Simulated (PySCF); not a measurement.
PySCF input file for B(F)(Br)(Et) (C₂H₅BBrF), SMILES CCB(F)Br, PBE0-D3(BJ)/def2-SVP. Geometry: PBE0-D3(BJ)/def2-SVP. This is a generated structure with no PubChem entry under its InChIKey; it may be hypothetical. The values are those of a single conformer.

```python
import numpy as np
from pyscf import gto, scf, dft, df
from pyscf.hessian import thermo

mol = gto.M(
    atom='''
    B     0.29321150    0.46058259   -0.00000000
    F     1.57870846    0.75318642   -0.00000000
    Br   -0.15927482   -1.41058764    0.00000000
    C    -0.80944914    1.56532641    0.00000000
    C    -0.30248780    3.00247068   -0.00000000
    H    -1.46491807    1.36797263   -0.86839048
    H    -1.46491807    1.36797263    0.86839047
    H     0.31755403    3.21141458    0.88489534
    H     0.31755403    3.21141458   -0.88489533
    H    -1.13346532    3.72341966    0.00000000
    ''',
    basis='def2-SVP',
    charge=0,
    spin=0,
    max_memory=1600,
    verbose=3,
)
mf = dft.RKS(mol, xc='pbe0').density_fit(auxbasis='def2-universal-jkfit')
mf.disp = 'd3bj'
mf.grids.level = 3
mf.conv_tol = 1e-11
mf.max_cycle = 100
mf.kernel()

# [left out here: the lines that compute and print the analytic Hessian (its translational invariance restored by hand, since the grid's response is missing), thermochemistry and intensities]
```

Log of the run:

```
converged SCF energy = -2777.19698480104

WARN: DFTD3 does not support analytical Hessian, using finite difference


WARN: Mole.unit (angstrom) is changed to Bohr

Mode                                 0                   1                   2
Irrep
Freq [cm^-1]                       34.8639            166.8263            198.1269
Reduced mass [au]                   1.8638              4.0157              1.1859
Force const [Dyne/A]                0.0013              0.0658              0.0274
Char temp [K]                      50.1614            240.0259            285.0605
Normal mode                   x     y     z       x     y     z       x     y     z
       0   B                 0.00 -0.00 -0.05   -0.10  0.01 -0.00    0.00 -0.00  0.06
       1   F                 0.00 -0.00 -0.07   -0.11  0.06 -0.00    0.00 -0.00 -0.03
       2  Br                -0.00  0.00  0.02    0.02 -0.02  0.00   -0.00 -0.00 -0.01
       3   C                 0.00 -0.00 -0.12   -0.06  0.05 -0.00    0.00  0.00  0.08
       4   C                -0.00  0.00  0.12    0.14 -0.01  0.00   -0.00  0.00 -0.03
       5   H                 0.19  0.09 -0.28   -0.07  0.12 -0.00    0.02 -0.06  0.08
       6   H                -0.19 -0.09 -0.28   -0.07  0.12  0.00   -0.02  0.06  0.08
       7   H                -0.20 -0.08  0.28    0.17 -0.11 -0.00   -0.40  0.21  0.19
       8   H                 0.20  0.08  0.28    0.17 -0.11  0.00    0.40 -0.21  0.19
       9   H                -0.00 -0.00  0.00    0.25  0.11 -0.00   -0.00 -0.00 -0.58
Mode                                 3                   4                   5
Irrep
Freq [cm^-1]                      285.9639            337.4058            403.0584
Reduced mass [au]                   4.8757             12.6742              1.9837
Force const [Dyne/A]                0.2349              0.8501              0.1899
Char temp [K]                     411.4384            485.4518            579.9113
Normal mode                   x     y     z       x     y     z       x     y     z
       0   B                -0.05  0.02 -0.00    0.06  0.02 -0.00   -0.00  0.00  0.21
       1   F                -0.03 -0.10  0.00    0.04  0.16  0.00   -0.00 -0.00 -0.05
       2  Br                 0.02 -0.03  0.00   -0.03 -0.06  0.00    0.00 -0.00 -0.01
       3   C                 0.02  0.12 -0.00    0.07  0.03 -0.00    0.00  0.00  0.03
       4   C                -0.04  0.16  0.00   -0.00  0.07 -0.00    0.00  0.00 -0.02
       5   H                 0.00  0.13  0.01    0.06  0.02  0.00    0.36 -0.08 -0.24
       6   H                 0.00  0.13 -0.01    0.06  0.02 -0.00   -0.36  0.08 -0.24
       7   H                -0.06  0.21  0.00   -0.02  0.11  0.00    0.13  0.01 -0.12
       8   H                -0.06  0.21 -0.00   -0.02  0.11 -0.00   -0.13 -0.01 -0.12
       9   H                -0.10  0.10  0.00   -0.05  0.01 -0.00   -0.00  0.00  0.09
Mode                                 6                   7                   8
Irrep
Freq [cm^-1]                      641.8443            727.7061            958.2970
Reduced mass [au]                   4.2646              1.7284              4.6831
Force const [Dyne/A]                1.0351              0.5393              2.5339
Char temp [K]                     923.4710           1047.0070           1378.7760
Normal mode                   x     y     z       x     y     z       x     y     z
       0   B                 0.04  0.11  0.00   -0.00  0.00 -0.16   -0.03  0.23  0.00
       1   F                 0.12 -0.01 -0.00    0.00 -0.00  0.03   -0.04 -0.02 -0.00
       2  Br                -0.00 -0.02  0.00    0.00 -0.00  0.00   -0.00 -0.01 -0.00
       3   C                -0.17  0.05 -0.00   -0.00  0.00  0.12    0.08  0.05 -0.00
       4   C                -0.01 -0.00  0.00   -0.00  0.00  0.02   -0.01 -0.09  0.00
       5   H                -0.15  0.04 -0.02    0.32  0.16 -0.17    0.16 -0.15 -0.01
       6   H                -0.15  0.04  0.02   -0.32 -0.16 -0.17    0.16 -0.15  0.01
       7   H                 0.05 -0.16 -0.01    0.12  0.26 -0.13   -0.03 -0.09  0.01
       8   H                 0.05 -0.16  0.01   -0.12 -0.26 -0.13   -0.03 -0.09 -0.01
       9   H                 0.17  0.21  0.00    0.00  0.00 -0.15   -0.05 -0.14 -0.00
Mode                                 9                  10                  11
Irrep
Freq [cm^-1]                      980.1045            984.6572           1095.3060
Reduced mass [au]                   1.2782              1.3002              2.2456
Force const [Dyne/A]                0.7235              0.7427              1.5873
Char temp [K]                    1410.1522           1416.7025           1575.9014
Normal mode                   x     y     z       x     y     z       x     y     z
       0   B                -0.01 -0.00  0.00    0.00 -0.00  0.09    0.01 -0.09 -0.00
       1   F                 0.04  0.00 -0.00   -0.00  0.00 -0.01    0.00  0.01 -0.00
       2  Br                -0.00 -0.00 -0.00    0.00  0.00 -0.00    0.00  0.00  0.00
       3   C                -0.02  0.05 -0.00    0.00 -0.00 -0.09    0.09  0.12  0.00
       4   C                 0.04 -0.11  0.00   -0.00  0.00  0.08   -0.12 -0.07 -0.00
       5   H                -0.11  0.42 -0.01   -0.22  0.39  0.01    0.04  0.21  0.02
       6   H                -0.11  0.42  0.01    0.22 -0.39  0.01    0.04  0.21 -0.02
       7   H                -0.12  0.16  0.05    0.15  0.34 -0.12    0.03 -0.35 -0.04
       8   H                -0.12  0.16 -0.05   -0.15 -0.34 -0.12    0.03 -0.35  0.04
       9   H                -0.28 -0.47 -0.00    0.00  0.00 -0.22    0.12  0.21  0.00
Mode                                12                  13                  14
Irrep
Freq [cm^-1]                     1243.1998           1307.8122           1375.8710
Reduced mass [au]                   1.2332              2.3540              2.0535
Force const [Dyne/A]                1.1230              2.3721              2.2904
Char temp [K]                    1788.6878           1881.6506           1979.5721
Normal mode                   x     y     z       x     y     z       x     y     z
       0   B                 0.00  0.00 -0.03   -0.14 -0.09 -0.00    0.15 -0.04  0.00
       1   F                -0.00 -0.00  0.00    0.07  0.02  0.00   -0.06 -0.01 -0.00
       2  Br                -0.00 -0.00  0.00    0.00  0.00 -0.00   -0.00  0.00  0.00
       3   C                -0.00 -0.00 -0.07   -0.03  0.13 -0.00   -0.10  0.08  0.00
       4   C                -0.00  0.00  0.11    0.04 -0.01  0.00    0.01 -0.05 -0.00
       5   H                -0.00 -0.54  0.05    0.11 -0.37 -0.00    0.32 -0.05 -0.28
       6   H                 0.00  0.54  0.05    0.11 -0.37  0.00    0.32 -0.05  0.28
       7   H                 0.17  0.23 -0.07   -0.07 -0.03  0.07   -0.10  0.14  0.04
       8   H                -0.17 -0.23 -0.07   -0.07 -0.03 -0.07   -0.10  0.14 -0.04
       9   H                 0.00  0.00 -0.21   -0.12 -0.20 -0.00    0.09  0.05  0.00
Mode                                15                  16                  17
Irrep
Freq [cm^-1]                     1402.3045           1413.7386           1476.1141
Reduced mass [au]                   1.4480              1.3622              1.0870
Force const [Dyne/A]                1.6776              1.6041              1.3955
Char temp [K]                    2017.6039           2034.0551           2123.7995
Normal mode                   x     y     z       x     y     z       x     y     z
       0   B                 0.11 -0.00 -0.00   -0.09  0.02  0.00    0.05 -0.01  0.00
       1   F                -0.05 -0.01 -0.00    0.03  0.01 -0.00   -0.02 -0.00 -0.00
       2  Br                -0.00  0.00  0.00    0.00 -0.00  0.00   -0.00  0.00 -0.00
       3   C                -0.01  0.02  0.00   -0.02 -0.09  0.00   -0.03  0.04  0.00
       4   C                 0.05  0.09 -0.00   -0.01  0.07 -0.00   -0.04  0.01  0.00
       5   H                -0.12 -0.05  0.09    0.35  0.22 -0.34   -0.01 -0.07  0.00
       6   H                -0.12 -0.05 -0.09    0.35  0.22  0.34   -0.01 -0.07 -0.00
       7   H                -0.10 -0.40  0.21    0.06 -0.22  0.02    0.48  0.02 -0.36
       8   H                -0.10 -0.40 -0.21    0.06 -0.22 -0.02    0.48  0.02  0.36
       9   H                -0.29 -0.32  0.00   -0.16 -0.10  0.00   -0.29 -0.30 -0.00
Mode                                18                  19                  20
Irrep
Freq [cm^-1]                     1476.2770           3051.8892           3062.0310
Reduced mass [au]                   1.0342              1.0648              1.0379
Force const [Dyne/A]                1.3279              5.8430              5.7336
Char temp [K]                    2124.0339           4390.9891           4405.5809
Normal mode                   x     y     z       x     y     z       x     y     z
       0   B                 0.00 -0.00 -0.00    0.00  0.00  0.00    0.00 -0.00 -0.00
       1   F                -0.00 -0.00  0.00   -0.00 -0.00 -0.00   -0.00 -0.00  0.00
       2  Br                -0.00  0.00  0.00   -0.00 -0.00  0.00   -0.00  0.00 -0.00
       3   C                -0.00  0.00 -0.02    0.07  0.02  0.00   -0.00 -0.00 -0.00
       4   C                -0.00  0.00 -0.04   -0.00  0.00 -0.00    0.02  0.05  0.00
       5   H                -0.01 -0.06 -0.00   -0.39 -0.11 -0.54    0.02  0.01  0.03
       6   H                 0.01  0.06 -0.00   -0.39 -0.11  0.54    0.02  0.01 -0.03
       7   H                -0.24  0.43  0.04   -0.01 -0.00 -0.01   -0.32 -0.10 -0.46
       8   H                 0.24 -0.43  0.04   -0.01 -0.00  0.01   -0.32 -0.10  0.46
       9   H                -0.00 -0.00  0.68    0.06 -0.04 -0.00    0.44 -0.36  0.00
Mode                                21                  22                  23
Irrep
Freq [cm^-1]                     3090.5261           3154.7571           3155.8559
Reduced mass [au]                   1.0970              1.1045              1.1036
Force const [Dyne/A]                6.1735              6.4768              6.4759
Char temp [K]                    4446.5789           4538.9930           4540.5741
Normal mode                   x     y     z       x     y     z       x     y     z
       0   B                 0.00 -0.00  0.00   -0.00 -0.00 -0.00   -0.00 -0.00  0.00
       1   F                 0.00  0.00  0.00    0.00  0.00  0.00    0.00  0.00 -0.00
       2  Br                -0.00  0.00 -0.00    0.00  0.00  0.00    0.00  0.00 -0.00
       3   C                -0.00 -0.00  0.09   -0.00 -0.00 -0.00   -0.00 -0.00  0.01
       4   C                 0.00  0.00 -0.01   -0.08  0.03 -0.00   -0.00  0.00  0.09
       5   H                -0.41 -0.11 -0.52    0.02  0.01  0.03   -0.05 -0.02 -0.07
       6   H                 0.41  0.11 -0.52    0.02  0.01 -0.03    0.05  0.02 -0.07
       7   H                 0.05  0.01  0.07    0.21  0.08  0.32   -0.38 -0.12 -0.53
       8   H                -0.05 -0.01  0.07    0.21  0.08 -0.32    0.38  0.12 -0.53
       9   H                 0.00 -0.00 -0.00    0.58 -0.50 -0.00    0.00 -0.00  0.02
temperature 298.1500 [K]
pressure 101325.00 [Pa]
Rotational constants [GHz] 7.46240 1.45612 1.23686
Symmetry number 1
Zero-point energy (ZPE) 0.07296 [Eh]   191549.268 [J/mol]
                           tot       elec      trans        rot        vib
Entropy [J/mol/K]       348.392      0.000    170.267    115.361     62.764
Cv [J/mol/K]             85.628      0.000     12.472     12.472     60.684
Cp [J/mol/K]             93.942      0.000     20.786     12.472     60.684
Internal energy [J/mol]                      3718.434   3718.434 201030.818
Internal energy [Eh]   -2777.11758  -2777.19698
Enthalpy [J/mol]                             6197.391   3718.434 201030.818
Enthalpy [Eh]          -2777.11664
Gibbs free energy [J/mol]                  -44567.654 -30676.373 182317.596
Gibbs free energy [Eh] -2777.15620
mode   freq/cm-1   IR/(km/mol)
   1       34.86         0.479
   2      166.83         0.254
   3      198.13         0.369
   4      285.96         6.027
   5      337.41         0.546
   6      403.06         0.865
   7      641.84        25.892
   8      727.71        24.894
   9      958.30       205.448
  10      980.10         9.986
  11      984.66         1.154
  12     1095.31        69.087
  13     1243.20         0.311
  14     1307.81       133.266
  15     1375.87       155.608
  16     1402.30        28.181
  17     1413.74         8.289
  18     1476.11        28.508
  19     1476.28         7.763
  20     3051.89        16.001
  21     3062.03        24.179
  22     3090.53         0.711
  23     3154.76        14.825
  24     3155.86        14.129
max |gradient| / (hartree/bohr): 0.00010136014372851446
APT charges: [ 1.2398 -0.597  -0.4347 -0.2851  0.0656  0.0217  0.0217 -0.0036 -0.0036
 -0.0246]
```

Self-consistency was reached.

Cost: around 2.4 core-minutes (rough).
